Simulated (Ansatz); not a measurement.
One change: `N[SiH](S)I` becomes `C[SiH](N)I`.

Ansatz, PBE0-D4/def2-TZVP geometries, multiplicity 1. Each molecule was computed in one conformer, which needn't be the lowest.

Elements past krypton have def2 core potentials.  Spin–orbit coupling is left out; it splits and shifts lone-pair levels of the heavy atoms by tenths of an eV.

```
                                                                                  property  `N[SiH](S)I`
                                                        LUMO energy (PBE0/def2-TZVPP) / eV         -0.61
                                                     LUMO energy (ωB97M-V/def2-TZVPP) / eV          1.26
ideal-gas entropy at 298 K and 1 bar (rigid rotor, harmonic PBE0-D4/def2-TZVP) / J/(mol·K)           356
                                        size of the dipole moment (ωB97M-V/def2-TZVPP) / D          1.56
                                                       HOMO–LUMO gap (PBE/def2-TZVPP) / eV          4.87
                                                         HOMO energy (PBE/def2-TZVPP) / eV         -6.33
```

What does the change do to each property? (An estimate is asked.)

Ansatz gave: 
```csv
property,`C[SiH](N)I`,shift
LUMO energy (PBE0/def2-TZVPP) / eV,0.23,0.84
LUMO energy (ωB97M-V/def2-TZVPP) / eV,2.04,0.78
"ideal-gas entropy at 298 K and 1 bar (rigid rotor, harmonic PBE0-D4/def2-TZVP) / J/(mol·K)",351,-5
size of the dipole moment (ωB97M-V/def2-TZVPP) / D,2.32,0.76
HOMO–LUMO gap (PBE/def2-TZVPP) / eV,5.42,0.55
HOMO energy (PBE/def2-TZVPP) / eV,-6.05,0.28
```

With PBE0 the HOMO rises by 0.27 eV and the LUMO rises by 0.84 eV, so the gap widens by about 0.57 eV. PBE moves the HOMO by 0.28 eV and ωB97M-V by 0.23 eV. The zero-point energy changes by 70.4 kJ/mol with +6 modes. Dipoles are sizes alone; their direction can turn.

Positive LUMOs are unbound, so they and the gaps depend on the basis.
